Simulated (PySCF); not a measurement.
Excitations are Tamm–Dancoff values on a coarser integration grid. The basis has no diffuse functions, so Rydberg states are missing or too high.

Z-matrix (Å, degrees):
```
In
I 1 2.6551
I 1 2.6551 2 120.00
I 1 2.6551 2 120.00 3 -180.00
```
Charge 0, multiplicity 1.

Estimate the HOMO, T1 excitation (TDA) and HOMO–LUMO gap that ωB97X-D3(BJ)/def2-TZVP // PBE0-D3(BJ)/def2-SVP run with PySCF returns for this input.


The HOMO is -10.14 eV. The T1 excitation (TDA) is 3.91 eV and the HOMO–LUMO gap comes out as 8.82 eV.
